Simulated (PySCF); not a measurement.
Isomers of C3H10N2Si.

All values: B3LYP/def2-SVPD (PySCF) at GFN2-xTB geometries, gas phase, one conformer each. Core orbitals are frozen in the response; Δα² is half the sum of the squared differences of the principal polarisabilities.

(1) Rank by dipole moment, highest first.
A. `[CH2:1]=[N:2][NH:3][CH2:4][CH2:5][SiH3:6]` with C1–N2–N3–C4 -160°, N2–N3–C4–C5 86°, N3–C4–C5–Si6 -179°
B. `[NH2:1][C@H:2]1[CH2:3][NH:4][SiH2:5][CH2:6]1` with H–N1–C2–C3 -65° and 176°, N1–C2–C3–N4 168°, C2–C3–N4–Si5 -29°, C3–N4–Si5–C6 7°, N4–Si5–C6–C2 17°
C. `[CH2:1]=[N:2][SiH2:3][CH2:4][CH2:5][NH2:6]` with C1–N2–Si3–C4 -121°, N2–Si3–C4–C5 -98°, Si3–C4–C5–N6 178°, C4–C5–N6–H -60° and 58°
D. `[CH2:1]=[N:2][SiH2:3][CH2:4][NH:5][CH3:6]` with C1–N2–Si3–C4 -118°, N2–Si3–C4–N5 67°, Si3–C4–N5–C6 178°
E. `[SiH3:1][N:2]1[CH2:3][CH2:4][CH2:5][NH:6]1` with Si1–N2–C3–C4 -104°, N2–C3–C4–C5 -14°, C3–C4–C5–N6 -10°, C4–C5–N6–N2 30°

(2) Rank by polarisability anisotropy Δα, lowest first.
A. `[H]/[N:6]=[CH:5]/[CH2:4][N:2]([CH3:1])[SiH3:3]` with C1–N2–C4–C5 -73°, N2–C4–C5–N6 -5°
B. `[CH2:1]=[N:2][SiH2:3][CH2:4][NH:5][CH3:6]` with C1–N2–Si3–C4 -118°, N2–Si3–C4–N5 67°, Si3–C4–N5–C6 178°
C. `[CH2:1]=[N:2][SiH2:3][CH2:4][CH2:5][NH2:6]` with C1–N2–Si3–C4 -121°, N2–Si3–C4–C5 -98°, Si3–C4–C5–N6 178°, C4–C5–N6–H -60° and 58°
D. `[CH2:1]=[N:2][NH:3][CH2:4][CH2:5][SiH3:6]` with C1–N2–N3–C4 -160°, N2–N3–C4–C5 86°, N3–C4–C5–Si6 -179°
E. `[NH2:1][C@H:2]1[CH2:3][NH:4][SiH2:5][CH2:6]1` with H–N1–C2–C3 -65° and 176°, N1–C2–C3–N4 168°, C2–C3–N4–Si5 -29°, C3–N4–Si5–C6 7°, N4–Si5–C6–C2 17°
F. `[SiH3:1][N:2]1[CH2:3][CH2:4][CH2:5][NH:6]1` with Si1–N2–C3–C4 -104°, N2–C3–C4–C5 -14°, C3–C4–C5–N6 -10°, C4–C5–N6–N2 30°

(3) Rank by HOMO energy, highest first.
A. `[H]/[N:6]=[CH:5]/[CH2:4][N:2]([CH3:1])[SiH3:3]` with C1–N2–C4–C5 -73°, N2–C4–C5–N6 -5°
B. `[NH2:1][C@H:2]1[CH2:3][NH:4][SiH2:5][CH2:6]1` with H–N1–C2–C3 -65° and 176°, N1–C2–C3–N4 168°, C2–C3–N4–Si5 -29°, C3–N4–Si5–C6 7°, N4–Si5–C6–C2 17°
C. `[CH2:1]=[N:2][SiH2:3][CH2:4][CH2:5][NH2:6]` with C1–N2–Si3–C4 -121°, N2–Si3–C4–C5 -98°, Si3–C4–C5–N6 178°, C4–C5–N6–H -60° and 58°
D. `[CH3:1][NH:2][SiH:3]1[CH2:4][NH:5][CH2:6]1` with C1–N2–Si3–C4 93°, N2–Si3–C4–N5 93°, Si3–C4–N5–C6 17°, C4–N5–C6–Si3 -17°, N2–Si3–C6–N5 -107°

Results:

(1) C (2.42 D), E (1.98 D), A (1.82 D), D (1.03 D), B (0.86 D).

(2) A (1.42 Å³), F (2.13 Å³), E (3.02 Å³), B (3.32 Å³), C (5.01 Å³), D (6.98 Å³).

(3) D (-5.94 eV), A (-6.09 eV), B (-6.36 eV), C (-6.50 eV).

All values together:

| SMILES | μ (D) | HOMO (eV) | LUMO (eV) | α (Å³) | Δα (Å³) |
| --- | --- | --- | --- | --- | --- |
| [SiH3]N1CCCN1 | 1.98 | -6.35 | 0.09 | 11.41 | 2.13 |
| C=N[SiH2]CCN | 2.42 | -6.50 | -1.11 | 12.40 | 5.01 |
| C=NNCC[SiH3] | 1.82 | -6.07 | -0.13 | 12.93 | 6.98 |
| CN[SiH]1CNC1 | 0.80 | -5.94 | 0.21 | 11.59 | 3.19 |
| N[C@H]1CN[SiH2]C1 | 0.86 | -6.36 | 0.23 | 11.48 | 3.02 |
| C=N[SiH2]CNC | 1.03 | -6.24 | -1.17 | 12.34 | 3.32 |
| [H]/N=C/CN(C)[SiH3] | 2.32 | -6.09 | -0.53 | 11.73 | 1.42 |

Conformers: `[SiH3:1][N:2]1[CH2:3][CH2:4][CH2:5][NH:6]1` with Si1–N2–C3–C4 -104°, N2–C3–C4–C5 -14°, C3–C4–C5–N6 -10°, C4–C5–N6–N2 30°; `[CH2:1]=[N:2][SiH2:3][CH2:4][CH2:5][NH2:6]` with C1–N2–Si3–C4 -121°, N2–Si3–C4–C5 -98°, Si3–C4–C5–N6 178°, C4–C5–N6–H -60° and 58°; `[CH2:1]=[N:2][NH:3][CH2:4][CH2:5][SiH3:6]` with C1–N2–N3–C4 -160°, N2–N3–C4–C5 86°, N3–C4–C5–Si6 -179°; `[CH3:1][NH:2][SiH:3]1[CH2:4][NH:5][CH2:6]1` with C1–N2–Si3–C4 93°, N2–Si3–C4–N5 93°, Si3–C4–N5–C6 17°, C4–N5–C6–Si3 -17°, N2–Si3–C6–N5 -107°; `[NH2:1][C@H:2]1[CH2:3][NH:4][SiH2:5][CH2:6]1` with H–N1–C2–C3 -65° and 176°, N1–C2–C3–N4 168°, C2–C3–N4–Si5 -29°, C3–N4–Si5–C6 7°, N4–Si5–C6–C2 17°; `[CH2:1]=[N:2][SiH2:3][CH2:4][NH:5][CH3:6]` with C1–N2–Si3–C4 -118°, N2–Si3–C4–N5 67°, Si3–C4–N5–C6 178°; `[H]/[N:6]=[CH:5]/[CH2:4][N:2]([CH3:1])[SiH3:3]` with C1–N2–C4–C5 -73°, N2–C4–C5–N6 -5°.
